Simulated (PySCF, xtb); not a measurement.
boron oxyfluoride (BFO), SMILES O=BF. Atoms are numbered in the order given.

```xyz
3

F      0.0000     0.0000     1.1962
B      0.0000     0.0000    -0.0860
O      0.0000     0.0000    -1.2920
```
Charge 0, spin multiplicity 1.

Geometry: PBE0-D3(BJ)/def2-TZVP.

These are IEF-PCM-M06-2X/def2-SVP (PySCF) values and carry that method's errors.

The values are the electrostatic part of the solvation free energy, E(continuum) − E(gas) at the gas-phase geometry, in a cavity of scaled van der Waals radii (PySCF's table); cavitation and dispersion terms are not included. In vacuum the orbital gap is 12.69 eV. The dipole moment in vacuum is 2.00 D.

Computed values in water (ε = 78.36), acetonitrile (ε = 35.69), benzene (ε = 2.27):
| solvent | ε | ΔG(elec) (kcal/mol) | dipole (D) | gap (eV) |
|---|---|---|---|---|
| water | 78.36 | -3.6 | 2.35 | 13.05 |
| acetonitrile | 35.69 | -3.5 | 2.34 | 13.04 |
| benzene | 2.27 | -1.6 | 2.16 | 12.86 |

For comparison, GFN2-xTB/ALPB(water) (xtb, at the GFN2-xTB geometry, all terms of that model) gives 0.3 kcal/mol.
